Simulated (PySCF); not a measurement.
H₃GaS, SMILES [GaH2][SH], singlet at its B3LYP/def2-SVP optimised geometry (Å):

```
5

Ga     0.3220     0.3810     0.0000
H      1.8862     0.3810     0.0000
H     -0.6156     1.6350     0.0000
S     -0.6069    -1.6350     0.0000
H     -1.8862    -1.1924     0.0021
```

Calculation: B3LYP/def2-TZVP run with PySCF. Cells within 0.4 Å of a nucleus heavier than hydrogen are left out (blank, or x).

Map of the electrostatic potential (hartree/e), clipped to [-0.08, 0.12] on the plane z = 0.0 Å:

```
|111111111111111111111111111|
|111111111111111111111111111|
|111111111111111111111111111|
|111111111111111111111111111|
|111111111111111112111111111|
|111111111244322222211111111|
|111111112599953333221111111|
|111111113999997764321111111|
|111111113999999998421111111|
|111111112799999999753211111|
|111222222599999999999521111|
|1222222236999xxx99999931111|
|2222223347999xxx99999941111|
|22223344579999x999999831111|
|222345777899999999986311111|
|223459999999999999532111111|
|223479999999999996321111111|
|223489999999999974321111111|
|2234699999xxx99963211111111|
|2223479999xxx99953211111111|
|122234599999999832111111111|
|112222359999999421111111111|
|111111224799963211111111111|
|111111111222211000011111111|
|111111100000000000001111111|
|111111000000000000000111111|
|111111000000000000000111111|
```
Scale: ten equal steps from -0.020 (start of '0') to 0.120 (end of '9'), in the order '0123456789'; x runs from -4.00 to 4.00, y from -4.00 (bottom) to 4.00 (top).
